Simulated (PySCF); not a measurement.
## Computed properties of Ta(NH)(F)(OH)2 (FH3NO2Ta), SMILES [NH]=[Ta]([OH])([OH])[F], multiplicity 1

Ta(NH)(F)(OH)2 (FH3NO2Ta), SMILES [OH][Ta]([F])(=[NH])[OH], multiplicity 1. The structure is a stationary point at B3LYP-D3(BJ)/def2-SVP. The multiplicity is an assumed one; no other spin state was optimised. The structure was generated by enumeration; whether it is a known compound was not checked. The def2 effective core potentials stand for the cores of Ta; spin–orbit coupling is left out. Other conformers were not sampled. All values are computed for the isolated molecule unless a solvent is named; none is compared with measurement here.

**Structure.** The optimised structure has Cs symmetry. All 18 harmonic modes at B3LYP-D3(BJ)/def2-SVP (PySCF) are real, so it is a minimum. With heavy atoms numbered as in [Ta:1](=[NH:2])([F:4])([OH:5])[OH:7], the shortest bond between them is Ta1–N2 at 1.776 Å and the longest Ta1–O5 at 1.914 Å.

**Vibrations.** The strongest infrared lines (harmonic, unscaled, degenerate partners summed) lie at 3895 cm⁻¹ (310 km/mol, H 94 %), 479 cm⁻¹ (264 km/mol, H 79 %, O 21 %), 497 cm⁻¹ (253 km/mol, H 83 %, O 12 %). The softest mode is at 167 cm⁻¹ and the zero-point energy is 26.5 kcal/mol.

**Electronic structure.** M06-2X/def2-TZVP (PySCF) places the frontier levels at -9.33 and 0.16 eV, a gap of 9.49 eV, and gives a dipole moment of 2.77 D and a mean polarisability of 49.6 bohr³. PBE/def2-TZVP (PySCF) at the same geometry gives -6.46 and -1.10 eV, so its gap is 4.13 eV narrower. An orbital gap is neither the optical nor the fundamental gap.

**Excitations.** TDA-ωB97X/def2-SVPD (PySCF) has S1 at 5.79 eV (214 nm, f = 0.001, dark); the most intense of the 10 singlets computed lies at 6.77 eV (f = 0.06). T1 (TDA) is at 5.18 eV, 0.61 eV under S1. TDA-PBE/def2-SVPD (PySCF) puts S1 at 5.33 eV. No vertical singlet excitation falls in the visible range (under 3.1 eV).
